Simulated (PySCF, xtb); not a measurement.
B(CCH)(H)(OH) (C2H3BO), SMILES OBC#C.

GFN2-xTB in xtb at its own geometry gives an orbital gap of 4.68 eV and a dipole moment of 1.53 D.

Geometry: B3LYP-D3(BJ)/def2-SVP. Other conformers were not sampled.

### Question
What does PBE0/def2-TZVPD run with PySCF give? (An estimate is asked for; the answer gives what the named calculation found.)

### Answer
gap 6.79 eV (levels -8.11 and -1.32 eV), dipole 0.89 D.
